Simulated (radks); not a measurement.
Task: Pt, configuration [Xe] 4f14 5d9 6s1. All-electron calculation, Dirac Kohn-Sham, PBEsol, spin-unpolarised, spherical densities, point nucleus; open shells are shared between the two j in proportion to 2j + 1. Program: a radial shooting solver on a logarithmic mesh with Libxc functionals.

Spin-orbit splittings of the eigenvalues, e(l+1/2) - e(l-1/2), with zeta = 2 splitting/(2l+1) and mean radii in bohr:

| shell | occ. | splitting (eV) | zeta (eV) | <r> j=l-1/2 | <r> j=l+1/2 |
|---|---|---|---|---|---|
| 2p | 6 | 1728 | 1152 | 0.05907 | 0.06750 |
| 3p | 6 | 379.9 | 253.3 | 0.1768 | 0.1923 |
| 3d | 10 | 81.89 | 32.76 | 0.1676 | 0.1724 |
| 4p | 6 | 90.56 | 60.38 | 0.4180 | 0.4519 |
| 4d | 10 | ? | ? | 0.4618 | 0.4731 |
| 4f | 14 | 3.455 | 0.9871 | 0.5126 | 0.5200 |
| 5p | 6 | 14.99 | 9.992 | 1.035 | 1.136 |
| 5d | 9 | 1.332 | 0.5327 | 1.648 | 1.738 |

Estimate the 4d splitting.

Result: 16.84 eV (zeta = 6.736 eV).
